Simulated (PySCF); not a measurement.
## Exact simulation of a proton spin system

Molecule: 4-methyl-1-fluorobenzene (SMILES Cc1ccc(F)cc1).

Cartesian coordinates in Å; atom numbers follow the order of the lines, from 1:
```xyz
15

C     2.3755   -0.1453   -0.0377
C     0.8837    0.0137    0.0328
C     0.0463   -1.0943    0.2106
C    -1.3396   -0.9611    0.2505
C    -1.8965    0.3037    0.1120
F    -3.2225    0.4427    0.1556
C    -1.0994    1.4270   -0.0650
C     0.2844    1.2719   -0.1021
H     2.7178   -1.0026    0.5598
H     2.7087   -0.3159   -1.0752
H     2.8943    0.7527    0.3279
H     0.4876   -2.0882    0.3240
H    -1.9948   -1.8224    0.3923
H    -1.5693    2.4070   -0.1665
H     0.9145    2.1553   -0.2367
```

PySCF 2.14 calculation with σ from GIAO-HF/pcSseg-1, B3LYP/pcJ-1 coupling constants (spin–dipole term only in couplings to heteroatoms) and PBE0-D3(BJ)/def2-SVP geometry; relativity neglected, gas phase, fast rotation and ring inversion assumed for equivalent nuclei, one conformer.

Shifts are taken against calculated references (same method and geometry level): ¹H against TMS.

The 8-spin Hamiltonian (Zeeman plus full scalar coupling among like nuclei) was diagonalised exactly; lines are Lorentzian, 1.0 Hz wide, and the maxima above 3 % are listed with the tallest set to 100.

Peak list at 600 MHz for the spins F6/H9/H10/H11/H12/H13/H14/H15:
```tsv
Hz	ppm	height
4471.9	7.453	14
4471.1	7.452	16
4468.9	7.448	9
4467.1	7.445	15
4466.3	7.444	16
4464.2	7.440	12
4462.2	7.437	19
4461.4	7.436	18
4459.7	7.433	10
4457.4	7.429	19
4456.6	7.428	17
4379.2	7.299	4
4376.9	7.295	25
4374.9	7.292	9
4368.0	7.280	35
4360.6	7.268	8
4358.7	7.264	20
4356.3	7.261	3
1458.2	2.430	100
1457.9	2.430	100
```

**Question.** Extract the chemical shifts and coupling constants behind this pattern (give the signs of the calculation).

**Answer.** 
Shifts (ppm): F6 -100.4, H9/H10/H11 2.43, H12/H15 7.44, H13/H14 7.28.
Couplings (Hz): F6–H9, F6–H10, F6–H11: 1.4; F6–H12, F6–H15: 4.8; F6–H13, F6–H14: 8.6; H9–H10, H9–H11, H10–H11: -15.9; H9–H12, H9–H15, H10–H12, H10–H15, H11–H12, H11–H15: -0.9; H9–H13, H9–H14, H10–H13, H10–H14, H11–H13, H11–H14: 0.4; H12–H13, H14–H15: 9.4; H12–H14, H13–H15: 0.4; H12–H15: 2.1; H13–H14: 2.6.
These are the parameters used. A line list fixes at most the relative signs, and those only where coupling is strong; other parameter sets or atom labellings may fit too, and couplings well below the line width leave little trace. Couplings within a CH3 group never show. Those between chemically equivalent but magnetically inequivalent protons (AA′, BB′) do shape the pattern.

Unscaled 3J(H,H) at this level run about 10 % above measured values.
